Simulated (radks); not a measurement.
Problem. The mean radii <r> (bohr) of the occupied orbitals of an atom or ion are listed with their occupations. Calculated with a radial shooting solver on a logarithmic mesh with Libxc functionals: Dirac Kohn-Sham, BLYP, spin-unpolarised, spherical densities, finite nucleus; Fermi nuclear charge, rms radius of each element as measured or else 0.836 A^(1/3) + 0.57 fm.

| orbital | occ. | <r> |
|---|---|---|
| 1s1/2 | 2 | 0.02001 |
| 2s1/2 | 2 | 0.08431 |
| 2p1/2 | 2 | 0.07007 |
| 2p3/2 | 4 | 0.07746 |
| 3s1/2 | 2 | 0.2205 |
| 3p1/2 | 2 | 0.2103 |
| 3p3/2 | 4 | 0.2242 |
| 3d3/2 | 4 | 0.1973 |
| 3d5/2 | 6 | 0.2016 |
| 4s1/2 | 2 | 0.4968 |
| 4p1/2 | 2 | 0.5048 |
| 4p3/2 | 4 | 0.5364 |
| 4d3/2 | 4 | 0.5614 |
| 4d5/2 | 6 | 0.5724 |
| 5s1/2 | 2 | 1.183 |
| 5p1/2 | 2 | 1.303 |
| 5p3/2 | 4 | 1.392 |
| 4f5/2 | 4.71429 | 0.7069 |
| 4f7/2 | 6.28571 | 0.7171 |

Name the element and its charge. Open shells, if any, are shared by 2j + 1.

Solution. Z = 69, thulium, charge +4: Tm4+ in [Xe] 4f11. The 1s radius gives Z: for a bare nucleus <r> = (2 gamma + 1)/(2Z) with gamma = sqrt(1 - (Z/c)^2), 0.01977 bohr for Z = 69, and screening makes it slightly larger (0.02001 here). The occupations add up to 65, and the charge is Z minus that.
